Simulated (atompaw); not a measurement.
## PBE PAW (atompaw) dataset for silicon, non-relativistic all-electron reference.

silicon, PAW, made with atompaw 4.2.0.5 (PBE, non-relativistic). Core [Ne], reference 3s2 3p1 (charge +1). Waves: 3s (bound): rc 1.90 bohr; 3s channel at 2.25 Ry: rc 2.10 bohr; 3p (bound): rc 1.85 bohr; 3p channel at 2.5 Ry: rc 1.85 bohr; 3d channel at -0.2 Ry: rc 2.10 bohr; 3d channel at 0.2 Ry: rc 2.10 bohr. Local part: bessel scheme, radius 1.95 bohr. Core correction: smooth core density matched at 1.50 bohr. Augmentation charge: besselshape compensation charge, radius 1.90 bohr; PAW radius 2.10 bohr; waves and projectors: custom polynom gramschmidtortho.

Problem. Does the generator finish with these settings?

Solution. Yes, a potential is produced.

Problem. Estimate the cutoffs (Ry, on a coarse ladder) from which the occupation-weighted sum of valence levels, in a spherical-Bessel basis at the reference potential, stays within 10 and 1 mRy of its value at 400 Ry.

Solution. 12 Ry and 18 Ry.

Problem. Does the potential have ghost states?

Solution. No extra level below or beside the all-electron valence levels (s, p, d, f tested).

Problem. Is the overlap operator S = 1 + Σ q|β⟩⟨β| positive definite (Bessel basis up to 400 Ry)?

Solution. Yes: its lowest eigenvalue is 0.20 (s channel).
